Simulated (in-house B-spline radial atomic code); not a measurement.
Re⁺. Computed with a B-spline radial atomic code. Model: non-relativistic spherical atom: semilocal Troullier-Martins pseudo-atom, one channel per l, against all electrons, high spin, G0W0 and RPA with empty states to l = 8, local potential for every l without a channel, a model core (radius 0 = none) keeps its share of the functional.

Without relativity these are model numbers for so heavy an element.

What the tables leave out is listed at the end.

The pseudopotential gives back the lowest level of each angular momentum of its own functional in the configuration it was made in; a second state of the same l is only approximately right. Exact exchange, RPA and GW see the smooth pseudo-orbitals and miss the exchange with the core, for which the functional's share stands in. The column with an uncorrelated core keeps all orbitals and exact exchange, and so separates missing core correlation from pseudisation. Only the three outermost levels and the lowest empty one were computed. RPA here is direct RPA, with no exchange kernel, and its energies carry an (l + 1/2)⁻⁴ tail. A hybrid on a potential with a model core restores only its own semilocal share of the core's exchange.

Command:
```bash
python run_psgw.py task.json out
```
Settings (lengths in bohr, energies in hartree):
```
Z                      75
electrons              74
configuration          [Xe] 4f14 5d5 6s1
generated_in           [Xe] 4f14 5d5 6s2
functional             lda,vwn
core_shells            9
radius_factor          1.3
core_correction        False
ion_configuration      [Xe] 4f14 5d5
```

Time taken, with all properties: 2.3 min on 1 thread of Arm Neoverse N1 (shared host).

Given: made with LDA VWN5; model core radius 0 bohr; local radius 1.405 bohr; mean-field start LDA VWN5.

Valence shells of the generating configuration: 5s, 4f, 5p, 5d, 6s.

Channel: s 1.334, p 1.416, d 1.804, f 1.807 (radii in bohr).

Computed: largest level miss in the spin-unpolarised generating configuration 0.154 eV; valence RPA correlation energy all-electron orbitals -2.0096 hartree; valence RPA correlation energy pseudo -2.527 hartree; all-electron RPA polarisability, core included 28.681 bohr³; ionisation by mean-field all-electron 15.34 eV; ionisation by mean-field pseudo minus all 0.314 eV; ionisation by RPA pseudo minus all 0.169 eV.

```csv
level,occupied,mean-field all-electron (eV),mean-field pseudo minus all (eV),G0W0 all-electron (eV),G0W0 uncorrelated core minus all (eV),G0W0 pseudo minus all (eV),exchange self-energy all-electron (eV),exchange self-energy pseudo (eV)
6s up,1,-12.007,-0.257,-15.468,0.001,-0.354,-12.403,-12.301
5d up,1,-15.305,-0.09,-20.466,-0.045,-0.7,-28.515,-28.147
5d down (empty),0,-12.126,-0.103,-7.9884,-0.035,-0.572,-10.875,-10.462
```

**Question.** What is the pseudo-atom RPA polarisability?

**Answer.** 27.494 bohr³.

**Question.** What is the ionisation by RPA all-electron?

**Answer.** 15.292 eV.

Given: mean-field start PBE0.

Computed: valence RPA correlation energy pseudo -2.4545 hartree; all-electron RPA polarisability, core included 25.969 bohr³; pseudo-atom RPA polarisability 24.911 bohr³; ionisation by mean-field pseudo minus all 0.241 eV; ionisation by RPA all-electron 15.142 eV; ionisation by RPA pseudo minus all 0.15 eV.

| level | occupied | mean-field all-electron (eV) | mean-field pseudo minus all (eV) | G0W0 all-electron (eV) | G0W0 uncorrelated core minus all (eV) | G0W0 pseudo minus all (eV) | exchange self-energy all-electron (eV) | exchange self-energy pseudo (eV) |
| --- | --- | --- | --- | --- | --- | --- | --- | --- |
| 6s up | 1 | -12.367 | -0.206 | -15.276 | 0.002 | -0.243 | -12.136 | -11.975 |
| 5d up | 1 | -16.839 | -0.245 | -20.707 | -0.046 | -0.585 | -28.787 | -28.911 |
| 5p down | ? | ? | ? | ? | ? | ? | ? | ? |
| 5d down (empty) | 0 | -9.8332 | -0.204 | -7.344 | -0.032 | -0.324 | -10.372 | -10.296 |

**Question.** What belongs in the row 5p down?

**Answer.** occupied: 1; mean-field all-electron (eV): -51.592; mean-field pseudo minus all (eV): -0.191; G0W0 all-electron (eV): -55.773; G0W0 uncorrelated core minus all (eV): -0.057; G0W0 pseudo minus all (eV): -0.967; exchange self-energy all-electron (eV): -38.255; exchange self-energy pseudo (eV): -36.068.

**Question.** What is the ionisation by mean-field all-electron?

**Answer.** 14.77 eV.

**Question.** What is the valence RPA correlation energy all-electron orbitals?

**Answer.** -1.9276 hartree.

Given: mean-field start Hartree-Fock.

Computed: valence RPA correlation energy all-electron orbitals -1.7342 hartree; all-electron RPA polarisability, core included 20.617 bohr³; pseudo-atom RPA polarisability 20.191 bohr³; ionisation by mean-field pseudo minus all -0.087 eV; ionisation by RPA all-electron 14.824 eV; ionisation by RPA pseudo minus all 0.089 eV.

```json
{"level": "6s up", "occupied": "1", "mean-field all-electron (eV)": "-13.844", "mean-field pseudo minus all (eV)": "0.112", "G0W0 all-electron (eV)": "-14.994", "G0W0 uncorrelated core minus all (eV)": "0.003", "G0W0 pseudo minus all (eV)": "0.127", "exchange self-energy all-electron (eV)": "-11.448", "exchange self-energy pseudo (eV)": "-10.886"}
{"level": "5d up", "occupied": "?", "mean-field all-electron (eV)": "?", "mean-field pseudo minus all (eV)": "?", "G0W0 all-electron (eV)": "?", "G0W0 uncorrelated core minus all (eV)": "?", "G0W0 pseudo minus all (eV)": "?", "exchange self-energy all-electron (eV)": "?", "exchange self-energy pseudo (eV)": "?"}
{"level": "5p down", "occupied": "1", "mean-field all-electron (eV)": "-56.919", "mean-field pseudo minus all (eV)": "-0.302", "G0W0 all-electron (eV)": "-56.581", "G0W0 uncorrelated core minus all (eV)": "-0.049", "G0W0 pseudo minus all (eV)": "-0.215", "exchange self-energy all-electron (eV)": "-37.842", "exchange self-energy pseudo (eV)": "-36.257"}
{"level": "6s down (empty)", "occupied": "0", "mean-field all-electron (eV)": "-5.1958", "mean-field pseudo minus all (eV)": "-0.052", "G0W0 all-electron (eV)": "-6.4098", "G0W0 uncorrelated core minus all (eV)": "0.002", "G0W0 pseudo minus all (eV)": "-0.017", "exchange self-energy all-electron (eV)": "-0.8819", "exchange self-energy pseudo (eV)": "-0.74331"}
```

**Question.** What belongs in the row 5d up?

**Answer.** occupied: 1; mean-field all-electron (eV): -21.14; mean-field pseudo minus all (eV): -1.361; G0W0 all-electron (eV): -21.25; G0W0 uncorrelated core minus all (eV): -0.043; G0W0 pseudo minus all (eV): -0.172; exchange self-energy all-electron (eV): -29.034; exchange self-energy pseudo (eV): -30.823.

**Question.** What is the valence RPA correlation energy pseudo?

**Answer.** -2.2686 hartree.

**Question.** What is the ionisation by mean-field all-electron?

**Answer.** 13.658 eV.

Among the listed levels the largest G0W0 shift of the pseudo-atom is -0.97 eV, for 5p down on the PBE0 start, while leaving the core uncorrelated moves that level by -0.06 eV. So pseudisation and the lost core exchange, not the missing core correlation, make the error. Not in the tables (levels of low weight, unsolved or above zero; the highest and the empty levels are kept at any weight): on LDA the G0W0 levels 5p down (pseudo minus all -1.16 eV, weights 0.70 and 0.76).
